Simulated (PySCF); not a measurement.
# Fine-structure interval of Hg⁶³⁺ by level of theory

Hg⁶³⁺ [Ne] 3s2 3p5 [3p1/2^2 3p3/2^3, M_J = 3/2] → Hg⁶³⁺ [Ne] 3s2 3p5 [3p1/2^1 3p3/2^4, M_J = 1/2], as a difference of total energies. Calculation: PySCF 2.14, in an uncontracted even-tempered set (17 s from 21 bohr⁻², ratio 2.4; 14 p from 27 bohr⁻², ratio 2.4; 4 d from 95 bohr⁻², ratio 2.6; 4 f from 140 bohr⁻², ratio 2.6); the two-component X2C-1e Hamiltonian. Correlated levels: 1s2 frozen; the 46 highest virtual spinors dropped. "Screened" scales the spin-orbit matrix elements by Boettger's factors to mimic the two-electron term; Breit and QED terms are absent.

```tsv
method	fine-structure interval (cm⁻¹)
GHF (screened spin-orbit)	4148900
GMP2 (screened spin-orbit)	4149400
GHF (bare spin-orbit)	4269800
```
